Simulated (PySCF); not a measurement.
One of the candidates below gave these computed data.

All candidates are C2H5F3OSi.

* 13C NMR: chemical shifts (computed TMS as zero) by class: 136.9 (1 C), 54.4 (1 C) ppm [GIAO PBE0/pcSseg-1]
* NMR, other nuclei: isotropic shieldings of nuclei other than C and H, by class: 344 (1 O), 250 (3 F), 384 (1 Si) ppm [GIAO PBE0/pcSseg-1]
* Rotational structure: rotational constants A, B, C: 4.145, 1.243, 1.171 GHz [GFN2-xTB]
* Triplet: lowest triplet excitation (Tamm–Dancoff): 6.92 eV [TDA CAM-B3LYP/def2-SVPD]
* UV, first state: lowest singlet excitation: 7.25 eV (171 nm, f = 0.001) [TDDFT CAM-B3LYP/def2-SVPD]
* Polarisability: 56.9 au [CAM-B3LYP/def2-SVPD]

Gas-phase values; electronic properties from PySCF, density fitting. Levels stand in brackets. Isolated species at its GFN2-xTB geometry (one conformer only). NMR values are class means; diastereotopic atoms form classes of their own.

Problem. Which candidate is it?
A. `CO[SiH2]C(F)(F)F`
B. `CCO[Si](F)(F)F`
C. `O[SiH2]CC(F)(F)F`
D. `C[Si@H](O)C(F)(F)F`

Solution. A. It is `CO[SiH2]C(F)(F)F`. Numbering: `[CH3:1][O:2][SiH2:3][C:4]([F:5])([F:6])[F:7]`. Its formula, C2H5F3OSi, gives 0 degrees of unsaturation, so no ring and no π bond. 2 carbons fall into 2 classes; from least to most shielded: CF3 carbon [C4] (136.9 ppm), methoxy carbon [C1] (54.4 ppm). The other shieldings belong to: 344 ppm, silyl ether oxygen [O2]; 250 ppm, fluorine of a CF3 group [F5/F6/F7]; 384 ppm, oxygen-bound silicon [Si3]. By its constants the optimised geometry is an asymmetric top.

The others, at the same levels:
- `O[SiH2]CC(F)(F)F` fails: its computed 13C shifts are 138.2 (1 C), 26.7 (1 C) ppm and smallest rotational constant is 1.268 GHz (against 1.171 GHz).
- `C[Si@H](O)C(F)(F)F` fails: its computed 13C shifts are 138.4 (1 C), -1.9 (1 C) ppm, lowest singlet excitation is 7.67 eV (162 nm, f = 0.010) (against 7.25 eV) and lowest triplet excitation (Tamm–Dancoff) is 7.30 eV (against 6.92 eV).
- `CCO[Si](F)(F)F` fails: its computed 13C shifts are 64.5 (1 C), 19.7 (1 C) ppm, lowest singlet excitation is 8.36 eV (148 nm, f = 0.000) (against 7.25 eV) and lowest triplet excitation (Tamm–Dancoff) is 8.10 eV (against 6.92 eV).

Each candidate is one conformer, not necessarily the lowest. Dipoles, sizes and rotational constants follow the conformer. The torsions of the flexible species, by atom-mapped SMILES:
- `[CH3:1][O:2][SiH2:3][C:4]([F:5])([F:6])[F:7]`: C1–O2–Si3–C4 180°, O2–Si3–C4–F5 63°
- `[OH:1][SiH2:2][CH2:3][C:4]([F:5])([F:6])[F:7]`: O1–Si2–C3–C4 64°, Si2–C3–C4–F5 -58°, H–O1–Si2–C3 -49°
- `[CH3:1][Si@H:2]([OH:3])[C:4]([F:5])([F:6])[F:7]`: C1–Si2–C4–F5 -53°, H–O3–Si2–C1 -67°
- `[CH3:1][CH2:2][O:3][Si:4]([F:5])([F:6])[F:7]`: C1–C2–O3–Si4 180°, C2–O3–Si4–F5 180°
